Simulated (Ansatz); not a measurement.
```yaml
crystal:
  periodic: [false, false, false]
  atoms:
    - {symbol: Ti, position_ang: [-0.796103, -2.281907, -0.414168]}
    - {symbol: Al, position_ang: [-2.692778, -0.404993, -0.914230]}
    - {symbol: Al, position_ang: [1.914711, -1.424273, -0.576230]}
    - {symbol: Al, position_ang: [0.847766, 0.720620, 1.288399]}
    - {symbol: Al, position_ang: [2.560193, 1.090117, -0.779530]}
    - {symbol: Al, position_ang: [0.695991, -1.950307, 1.672127]}
    - {symbol: Al, position_ang: [-1.605580, 1.893257, 0.285660]}
    - {symbol: Al, position_ang: [-1.443093, -0.479009, 1.390663]}
    - {symbol: Al, position_ang: [-0.093021, 0.109044, -1.187166]}
    - {symbol: Al, position_ang: [0.611894, 2.727451, -0.765525]}
basis:
  gaussian: {orbitals: def2-SVP, point_charges: [{charge: 1.00, position_ang: [6.382, -0.045, -0.685]}]}
magnetization: {spin_polarized: true, initial_magnetization: 1}
hamiltonian: {xc: {name: B3LYP5}}
accuracy: high
scf: {omitted_lower_state_checks: [starts]}
output: {forces: true}
```

```sh
$ ansatz run in.yaml --threads 4 --pin off --events-out ev --progress --plain --max-ram 6963MiB
```

Shortened log:

```
Functional definition: B3LYP5
4030 factors; integrals over basis functions are off by at most 4.1e-9 eV
mean field evaluation 1: about -82414.3588 eV, gradient 9.4e1 eV
mean field evaluation 2: about -82102.2700 eV, gradient 1.9e2 eV
mean field evaluation 4: about -82285.3332 eV, gradient 1.7e2 eV
mean field evaluation 8: about -82454.7264 eV, gradient 4.4e0 eV
mean field evaluation 16: about -82455.2566 eV, gradient 3.7e-2 eV
mean field -82455.25663364 eV, -3030.1747911058 hartree, gradient 2.6e-8 eV, S^2 1.322391; 0 other end points of the search recorded, 0 dependent functions left out
reference -82455.25667284 eV, -3030.1747925465 hartree; 70, 69 occupied and 123, 124 virtual orbitals, 4030 factors
Total energy: -82455.25667284 eV, -3030.1747925465 hartree
Atom 0 at    -0.796103    -2.281907    -0.414168 Å, force    -0.035487    -0.693306    -0.205278 eV/Å
Atom 1 at    -2.692778    -0.404993    -0.914230 Å, force    -0.248581     0.171253    -0.053207 eV/Å
Atom 2 at     1.914711    -1.424273    -0.576230 Å, force     0.055869    -0.046724     0.102471 eV/Å
Atom 3 at     0.847766     0.720620     1.288399 Å, force    -0.032989    -0.101699     0.121247 eV/Å
Atom 4 at     2.560193     1.090117    -0.779530 Å, force     0.482225     0.083245     0.020707 eV/Å
Atom 5 at     0.695991    -1.950307     1.672127 Å, force     0.103946    -0.121944     0.044112 eV/Å
Atom 6 at    -1.605580     1.893257     0.285660 Å, force    -0.001096     0.173531     0.030418 eV/Å
Atom 7 at    -1.443093    -0.479009     1.390663 Å, force     0.021079     0.228216     0.249838 eV/Å
Atom 8 at    -0.093021     0.109044    -1.187166 Å, force     0.295806    -0.001175    -0.148063 eV/Å
Atom 9 at     0.611894     2.727451    -0.765525 Å, force    -0.088221     0.207871    -0.143963 eV/Å
Dipole moment:    -1.984998    -0.673563     0.190761 e Å
Checks for a lower state left out: starts
```

It took 1.7 min on 4 threads of Arm Neoverse V1 on a shared host, peak host memory 2.4 GiB.

The charge 0 doublet is spin-contaminated (final ⟨S²⟩ up to 1.32, 0.75 for a pure state).
